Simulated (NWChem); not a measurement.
System meant: ZrBr₄; SMILES [Br][Zr]([Br])([Br])[Br]

Here is an NWChem input.

```
start job
memory heap 200 mb stack 900 mb global 1100 mb
geometry units angstroms noautoz
  Zr     0.000005     0.000000     0.000005
  Br    -2.050615     1.397959     0.017781
  Br     2.001631     1.466954     0.034454
  Br     0.016786    -1.469544     1.999952
  Br     0.032193    -1.395371    -2.052193
end
basis spherical
  Zr library def2-svp
  Br library def2-svp
end
ecp
  Zr library def2-ecp
end
dft
  xc b3lyp
  iterations 4
  mulliken
end
task dft energy
```

End of the output:

```
    Atom       Charge   Shell Charges
 -----------   ------   -------------------------------------------------------
    1 Zr  12    12.69   0.00  0.94  0.97  0.38  0.15  5.37  1.09  0.50  1.64  1.50  0.14
    2 Br  35    34.83   2.00  2.00  1.96  1.11  0.67  5.99  5.81  2.47  2.80  7.84  2.04  0.15
    3 Br  35    34.83   2.00  2.00  1.96  1.11  0.67  5.99  5.81  2.47  2.80  7.84  2.04  0.15
    4 Br  35    34.83   2.00  2.00  1.96  1.11  0.67  5.99  5.81  2.47  2.80  7.84  2.04  0.15
    5 Br  35    34.83   2.00  2.00  1.96  1.11  0.67  5.99  5.81  2.47  2.80  7.84  2.04  0.15

 center of mass
 --------------
 x =  -0.00000004 y =  -0.00000001 z =  -0.00000002

 moments of inertia (a.u.)
 ------------------
        4687.675929775011          -0.000000000001          -0.000000000001
          -0.000000000001        4687.659854295726           0.000000000002
          -0.000000000001           0.000000000002        4687.698758831049

     Multipole analysis of the density
     ---------------------------------

     L   x y z        total         alpha         beta         nuclear
     -   - - -        -----         -----         ----         -------
     0   0 0 0      0.000000    -76.000000    -76.000000    152.000000

     1   1 0 0      0.000049      0.000188      0.000188     -0.000327
     1   0 1 0      0.000009      0.000045      0.000045     -0.000082
     1   0 0 1     -0.000023      0.000067      0.000067     -0.000157

     2   2 0 0    -72.722114   -549.612056   -549.612056   1026.501998
     2   1 1 0      0.000011      0.000005      0.000005     -0.000000
     2   1 0 1      0.000093      0.000046      0.000046     -0.000000
     2   0 2 0    -72.721963   -549.615501   -549.615501   1026.509039
     2   0 1 1      0.000001      0.000001      0.000001     -0.000000
     2   0 0 2    -72.721962   -549.606981   -549.606981   1026.492000

 ------------------------------------------------------------------------
 dft energy failed                                                                                  0
 ------------------------------------------------------------------------
 ------------------------------------------------------------------------
  current input line :
    22: task dft energy
 ------------------------------------------------------------------------
 ------------------------------------------------------------------------
 This type of error is most commonly associated with calculations not reaching convergence criteria
 ------------------------------------------------------------------------
 For more information see the NWChem manual at https://nwchemgit.github.io

0:dft energy failed:Received an Error in Communication
```

Task: Can this run be used? If not, why, and what is the fix?

Result: Convergence was not reached. Cause: the SCF was allowed too few iterations. This input runs:
```
start job
memory heap 200 mb stack 900 mb global 1100 mb
geometry units angstroms noautoz
  Zr     0.000005     0.000000     0.000005
  Br    -2.050615     1.397959     0.017781
  Br     2.001631     1.466954     0.034454
  Br     0.016786    -1.469544     1.999952
  Br     0.032193    -1.395371    -2.052193
end
basis spherical
  * library def2-svp
end
ecp
  Zr library def2-ecp
end
dft
  xc b3lyp
  iterations 150
  mulliken
end
task dft energy
```
It converges to -10342.86390 Ha (B3LYP/def2-SVP with def2 effective core potentials on Zr).
